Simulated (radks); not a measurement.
Ionisation of neutral antimony, [Kr] 4d10 5s2 5p3, to [Kr] 4d10 5s2 5p2 as the strength of local exchange is varied. Calculated with a radial shooting solver on a logarithmic mesh with Libxc functionals: scalar-relativistic Kohn-Sham, Slater X-alpha exchange (alpha = 2/3 is LDA exchange), no correlation, spin-unpolarised, spherical densities, finite nucleus; Fermi nuclear charge, rms radius 4.6802 fm.

alpha  E(Sb) (hartree)  exchange (hartree)  IE (eV)  -e of the level emptied (eV)  <r> of it (bohr)
0.564      -6446.31752          -134.54459    6.632                    3.300 (5p)             3.076
0.65       -6466.91368          -155.54344    7.299                    3.868 (5p)             2.985
0.653      -6467.63331          -156.27826    7.323                    3.889 (5p)             2.982
0.667      -6470.99261          -159.70944    7.434                    3.985 (5p)             2.968
0.864      -6518.44268          -208.34806    9.086                    5.434 (5p)             2.791
0.977      -6545.81168          -236.54764   10.100                    6.345 (5p)             2.702
1.033      -6559.41593          -250.60363   10.621                    6.817 (5p)             2.662
1.047      -6562.82123          -254.12600   10.753                    6.937 (5p)             2.652

NIST Atomic Spectra Database: 8.608 eV (measured). The Delta-SCF value meets it near alpha = 0.81. Spin polarisation and multiplet splitting are left out, so open shells lie too high by an amount that depends on their filling. Spin-orbit splitting is averaged out at the scalar-relativistic level.

Beside tabulated values, note that spin-unpolarised runs miss the spin-polarisation part of the exchange energy of open shells.
